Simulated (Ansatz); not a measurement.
Two structures of AlH₅O₃, singlet, reached by relaxing down either side of one saddle point (PBE0-D4/def2-TZVP). Energies are electronic, without zero-point energy. Computed with Ansatz 0.2.0 (basis: def2-TZVPP and def2-QZVPP); correlated methods freeze the cores. Extrapolation: Hartree–Fock as exp(−7.88 √X), correlation as X^−2.97. First:

Al1  (-0.786, -0.623, 0.471)
O2  (0.741, -1.197, 1.081)
H3  (-1.543, -1.556, -0.574)
H4  (-1.552, 0.434, 1.368)
H5  (1.230, 0.439, -0.163)
O6  (0.415, 0.556, -0.689)
O7  (0.206, 1.959, -0.766)
H8  (1.016, -2.108, 0.993)
H9  (0.272, 2.096, -1.721)
(Å)

Second:

| atom | x (Å) | y (Å) | z (Å) |
| --- | --- | --- | --- |
| Al1 | -0.9750 | -0.3841 | 0.0833 |
| O2 | 0.7909 | -0.7248 | 0.8814 |
| H3 | -1.5630 | -1.8204 | -0.2490 |
| H4 | -1.6101 | 0.6298 | 1.1277 |
| H5 | 1.2431 | 0.0526 | 0.4763 |
| O6 | -0.2629 | 0.4178 | -1.3526 |
| O7 | 0.7851 | 1.2408 | -0.7884 |
| H8 | 1.2250 | -1.5202 | 0.5541 |
| H9 | 0.3669 | 2.1084 | -0.7327 |

Which bonds change from the first to the second?

AlH₃O ([OH][AlH2]) + H₂O₂ ([OH][OH]) → AlH₃O₂ ([OH][O][AlH2]) + H₂O (still joined by a long Al–O bond); bonds formed: O2–H5; dative contacts that become bonds: Al1–O6; bonds broken: H5–O6; bonds weakened to dative contacts: Al1–O2.

Give the saddle point's structure and its height above each. (Judge from chemistry; the value comes from the calculation.)

By the calculation: 8.01 kcal/mol above the first and 13.64 kcal/mol above the second (CCSD(T) at an estimated basis limit (MP2 extrapolated from triple and quadruple zeta, plus CCSD(T) − MP2 in triple zeta)).
| atom | x (Å) | y (Å) | z (Å) |
| --- | --- | --- | --- |
| Al1 | -0.9035 | -0.4908 | 0.3482 |
| O2 | 0.8278 | -0.8904 | 0.9120 |
| H3 | -1.5317 | -1.7232 | -0.4269 |
| H4 | -1.6880 | 0.4583 | 1.3326 |
| H5 | 0.9805 | -0.1198 | -0.0219 |
| O6 | 0.2665 | 0.4689 | -0.8249 |
| O7 | 0.3044 | 1.8811 | -0.6251 |
| H8 | 1.2178 | -1.7616 | 0.8222 |
| H9 | 0.5260 | 2.1774 | -1.5163 |

No T1 diagnostic of these runs exceeds 0.012.

Labels in which every atom is bracketed show which atoms are joined, not bond orders.

For scale, one of the runs: CCSD(T)/def2-TZVPP, 205 basis functions, launched by `ansatz run in.yaml --threads 4 --pin off --events-out ev --progress --plain --max-ram 9574MiB`. Hardware: 4 CPU threads of an Intel Xeon, shared host. Wall time 69 s; peak host memory 2.8 GiB.
